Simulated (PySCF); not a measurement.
## Two-component Hartree-Fock for Cr+ (chromium, charge +1)

Start: [Ar] 3d5; 3d3/2 filled at m_j = -3/2, -1/2, +1/2, +3/2; 3d5/2 filled at m_j = +5/2. Calculated with PySCF 2.14 in x2c-TZVPall-2c with one added diffuse shell each of s, p, d type (7s8p5d1f, 63 functions): generalised Hartree-Fock with the X2C-1e Hamiltonian and a Gaussian nucleus; one run each with spin-orbit coupling (SO) switched off, then screened by Boettger's factors.

```tsv
spinor shell	electrons	ε, spin-free (eV)	ε, screened SO (eV)	weight of nominal j (screened SO)	rms radius, screened SO (bohr)
1s1/2	2	-6049.1	-6049.1	1.000	0.0734
2s1/2	2	-729.84	-729.83	1.000	0.316
2p1/2	2	-611.17	-617.32	0.982	0.286
2p3/2	4	-611.17	-608.15	0.991	0.288
3s1/2	2	-98.199	-98.197	1.000	0.974
3p1/2	2	-63.541	-63.913	0.664	1.06
3p3/2	4	-63.541	-63.362	0.832	1.06
3d3/2	4	-17.531	-17.542	0.507	1.52
3d5/2	1	-17.531	-17.486	1.000	1.53
```

```tsv
quantity	spin-free	screened SO
E (hartree)	-1049.41634	-1049.42798
M_J	5/2	5/2
⟨J²⟩	8.750	8.750
⟨L²⟩	0.000	0.001
⟨S²⟩	8.750	8.750
```

Each row is a mean over spinors that exchange with the open shell spreads, by up to 11.984 eV (3p3/2).

Rows whose weight is well below 1 are mixtures of j = l ± 1/2: exchange outweighs spin-orbit coupling there, and the label is only the starting occupation.

Without spin-orbit coupling the j labels of p, d and f shells carry no meaning; the spin-free column gives the mean over the occupied spinors of each nl shell.
